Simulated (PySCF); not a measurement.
Compound: C₆H₉NO₂Si.
Atom-mapped SMILES: `[CH3:1][C:2](=[O:3])[O:4][SiH2:5][n:6]1[cH:7][cH:8][cH:9][cH:10]1` (hydrogens: H11, H12, H13 on C1; H14, H15 on Si5; H16 on C7; H17 on C8; H18 on C9; H19 on C10)

The same species was optimised twice, with GFN2-xTB and with PBE0-D3(BJ)/def2-SVP (PySCF), and the same property calculations (PySCF, gas phase) were run on both structures.

```tsv
coordinate	GFN2-xTB	PBE0-D3(BJ)/def2-SVP	change
O4–Si5 (Å)	1.656	1.711	+0.055
Si5–N6 (Å)	1.737	1.763	+0.026
C9–C10 (Å)	1.359	1.374	+0.015
C7–C8 (Å)	1.359	1.374	+0.015
C2–O4 (Å)	1.330	1.341	+0.011
N6–C10 (Å)	1.370	1.381	+0.011
N6–C7 (Å)	1.373	1.382	+0.009
C8–C9 (Å)	1.417	1.425	+0.008
C1–C2 (Å)	1.500	1.494	-0.006
C2=O3 (Å)	1.200	1.206	+0.006
C2–O4–Si5 (°)	119.9	114.8	-5.1
Si5–N6–C7 (°)	129.4	127.5	-1.9
O3–C2–O4 (°)	121.8	120.7	-1.1
Si5–N6–C10 (°)	123.4	124.5	+1.1
C7–N6–C10 (°)	107.2	108.0	+0.8
N6–C10–C9 (°)	109.6	108.9	-0.7
N6–C7–C8 (°)	109.4	108.8	-0.6
C1–C2–O4 (°)	112.7	113.3	+0.6
C1–C2–O4–Si5 (°)	180	179	-1
C2–O4–Si5–N6 (°)	179	180	+1
O4–Si5–N6–C7 (°)	1	2	+1
```

Rotational constants: A = 3439, B = 589.7, C = 508.0 MHz (GFN2-xTB) against A = 3449, B = 579.3, C = 500.6 MHz (PBE0-D3(BJ)/def2-SVP).

On the GFN2-xTB structure: HOMO (eV) -6.30 [PBE0/pcSseg-1]; LUMO (eV) -0.19 [PBE0/pcSseg-1]; dipole (D) 1.40 [PBE0/pcSseg-1]; GIAO shielding of C1 (ppm) 162.9 [PBE0/pcSseg-1]; GIAO shielding of C2 (ppm) 9.8 [PBE0/pcSseg-1]; GIAO shielding of O3 (ppm) -136.3 [PBE0/pcSseg-1]; GIAO shielding of O4 (ppm) 137.9 [PBE0/pcSseg-1]; GIAO shielding of Si5 (ppm) 379.4 [PBE0/pcSseg-1]; GIAO shielding of N6 (ppm) 100.0 [PBE0/pcSseg-1]; GIAO shielding of C7/C10 (mean) (ppm) 62.7 [PBE0/pcSseg-1]; GIAO shielding of C8/C9 (mean) (ppm) 68.9 [PBE0/pcSseg-1].

**Question.** What do these properties become on the PBE0-D3(BJ)/def2-SVP structure?

**Answer.** 
```csv
property,level,on GFN2-xTB,on PBE0-D3(BJ)/def2-SVP,change
HOMO (eV),PBE0/pcSseg-1,-6.30,-6.23,+0.07
LUMO (eV),PBE0/pcSseg-1,-0.19,-0.29,-0.10
dipole (D),PBE0/pcSseg-1,1.40,1.62,+0.22
"energy, GFN2-xTB geometry as zero (kcal/mol)",PBE0/pcSseg-1,0.0,-1.9,-1.9
GIAO shielding of C1 (ppm),PBE0/pcSseg-1,162.9,162.3,-0.6
GIAO shielding of C2 (ppm),PBE0/pcSseg-1,9.8,6.1,-3.7
GIAO shielding of O3 (ppm),PBE0/pcSseg-1,-136.3,-137.8,-1.5
GIAO shielding of O4 (ppm),PBE0/pcSseg-1,137.9,121.7,-16.2
GIAO shielding of Si5 (ppm),PBE0/pcSseg-1,379.4,376.5,-2.9
GIAO shielding of N6 (ppm),PBE0/pcSseg-1,100.0,94.5,-5.5
GIAO shielding of C7/C10 (mean) (ppm),PBE0/pcSseg-1,62.7,59.3,-3.4
GIAO shielding of C8/C9 (mean) (ppm),PBE0/pcSseg-1,68.9,66.2,-2.7
```

The heavy atoms differ by 0.059 Å rms after alignment. Among bonds between heavy atoms O4–Si5 changes most (+0.055 Å). Changes are differences of the printed values. Neither structure is proved a minimum here.

The values belong to the conformer `[CH3:1][C:2](=[O:3])[O:4][SiH2:5][n:6]1[cH:7][cH:8][cH:9][cH:10]1`: C1–C2–O4–Si5 179°, C2–O4–Si5–N6 180°, O4–Si5–N6–C7 2°.
